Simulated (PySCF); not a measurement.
[Dy(HCN)]2+ at several levels of theory

Computed with PySCF 2.14.0 (density fitting, no spin-orbit coupling) at the geometry relaxed with PBE0:

```xyz
4
[Dy(HCN)]2+ (singlet in the valence; each metal's 4f electrons, 10 of them, lie in its core potential, out of spins and levels)
Dy    0.0000    0.0000   -0.3192
N     0.0000    0.0000    2.1539
C     0.0000    0.0000    3.3075
H     0.0000    0.0000    4.4021
```

| level | basis | state | HOMO (eV) | gap (eV) | charge on Dy1 (e) | population of f-type functions on Dy1 (polarisation alone where 4f lies in the core) | dipole about the centre of mass (D) | largest force component (eV/Å) |
| --- | --- | --- | --- | --- | --- | --- | --- | --- |
| PBE0 | Dy lcecp-0-SVP with ECP56, N def2-SVP, C def2-SVP, H def2-SVP | singlet | – | – | 1.77 | 0.01 | 2.77 | 0.00 |
| PBE | the same | singlet | – | – | 1.73 | 0.01 | 2.82 | 1.50 |
| PBE0 | Dy lcecp-0-TZVP with ECP56, N def2-TZVP, C def2-TZVP, H def2-TZVP | singlet | – | – | 1.85 | 0.01 | 2.88 | 1.05 |

In the lcecp rows the 4f levels are missing from HOMO and gap, and the state counts the valence alone.

Charges are Mulliken's, which hang on the basis. The relaxation used the grid (50, 194), these runs (75, 302) or, all-electron (x2c bases, spin-free X2C Hamiltonian), (99, 590).

Question: What does BLYP with Dy lcecp-0-SVP with ECP56, N def2-SVP, C def2-SVP, H def2-SVP give here?

Answer: state singlet, charge on Dy1 (e) 1.72, population of f-type functions on Dy1 (polarisation alone where 4f lies in the core) 0.01, dipole about the centre of mass (D) 2.85, largest force component (eV/Å) 1.47. Time: 3.9 s on 2 threads of AMD EPYC 7R43 64-Core Processor (Zen 3), with other jobs on the host, from an already converged density.

An lcecp potential fixes the number of 4f electrons, so in runs with it no electron can move into or out of that shell; real Dy(II) is rare or takes another configuration.
